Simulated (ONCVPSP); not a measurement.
# Before and after: ONCV potential for bromine

bromine, optimised norm-conserving Vanderbilt (ONCV), made with ONCVPSP 4.0.1 (PBE, scalar-relativistic). Core [Ar], reference 3d10 4s2 4p3 (charge +2). Waves: 4s: rc 1.45 bohr, ncon 4, nbas 8, qcut 5.1 1/bohr, 2 projectors, debl 3.1 Ha; 4p: rc 1.40 bohr, ncon 4, nbas 9, qcut 6.5 1/bohr, 2 projectors, debl 0.5 Ha; 3d: rc 0.55 bohr, ncon 4, nbas 7, qcut 18 1/bohr, 2 projectors, debl 1.7 Ha. Local part: polynomial inside 0.50 bohr (lpopt 5, dvloc0 0 Ha). Core correction: Teter function, fcfact 5.75, rcfact 1.75.

In the p channel the program set the typed energies aside and used -1.037, 0.250 Ha. In the d channel the program set the typed energies aside and used -3.336, 0.250 Ha.

All-electron outer shells of the reference configuration (PBE, scalar-relativistic, ld1.x):

```tsv
shell	level (eV)	outermost node (bohr)	outermost maximum (bohr)
3s	-262.20	0.23	0.48
3p	-197.61	0.21	0.48
3d	-90.79	–	0.43
4s	-41.84	0.67	1.39
4p	-28.23	0.70	1.58
```

Change: p: rc 2.04.

Cutoffs: the cutoffs (Ha) at which the residual kinetic energy of the hardest occupied pseudo-wave falls to 1 and 0.1 mHa per electron; they do not see the model core or the augmentation charge, which bear on the density cutoff. Errors are all-electron minus pseudo energies relative to the spin-unpolarised reference configuration.

How do hardness, ghosts and transferability respond?

The potential gets neither clearly harder nor softer (563 Ha and 746 Ha → 563 Ha and 746 Ha); both files keep a bound ghost (p, s); of the 4 tests that both files solve, the error grows in 1 and shrinks in 2 by more than 15 % and 0.3 meV (median size 1.9 → 1.3 meV).

| quantity | base | changed |
| --- | --- | --- |
| cutoff, loose | 563 Ha | 563 Ha |
| cutoff, tight | 746 Ha | 746 Ha |
| loose cutoff by channel | s 13 Ha, p 14 Ha, d 563 Ha | s 13 Ha, p 12 Ha, d 563 Ha |
| bound ghosts | s, p | s, p |
| GHOST(+) flags under 300 eV | s at 223.1 eV | s at 223.1 eV |
| error for 3d10 4s2 4p5, meV [ΔE -35.31 eV] | +1.9 | -1.6 |
| error for 3d10 4s2 4p4, meV [ΔE -22.76 eV] | +1.9 | +0.5 |
| error for 3d10 4s2 4p2, meV [ΔE 33.98 eV] | -12 | -16 |
| error for 3d10 4s1 4p5, meV [ΔE -9.76 eV] | -1.8 | -1.0 |
| s: phases at 1.48 bohr within 0.05 rad from the reference energy up to (Ha; the scan ends near 5) | to the end of the scan | to the end of the scan |
| d: phases at 0.56 bohr within 0.05 rad from the reference energy up to (Ha; the scan ends near 5) | to the end of the scan | to the end of the scan |
| rms error of d²Exc/dni dnj with the model core, mHa | 2.39 | 2.43 |

 A true bound ghost makes a file unfit for plane-wave use even where its test errors are small: the radial tests pick states by their node count and pass the ghost by.
